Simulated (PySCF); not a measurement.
Ligand exchange on a metal centre used in film growth or etching (Zn F-CH3). Gas-phase values, no solvent. One relaxed conformer stands for each flexible species; it need not be the lowest.

Method: TPSSh-D3(BJ)/def2-TZVP // PBE-D3(BJ)/def2-SVP (PySCF). All candidates: neutral, multiplicity 1. 

- LUMO = -0.88 eV
- HOMO–LUMO gap = 7.21 eV
- HOMO = -8.09 eV

Question: Say which member has these values.
(A) [Zn(F)2]
(B) [Zn(F)(CH3)]
(C) [Zn(CH3)2]

Answer: B, [Zn(F)(CH3)]. The others give [Zn(F)2]: -2.40 eV, 7.03 eV, -9.43 eV; [Zn(CH3)2]: -0.09 eV, 6.42 eV, -6.51 eV
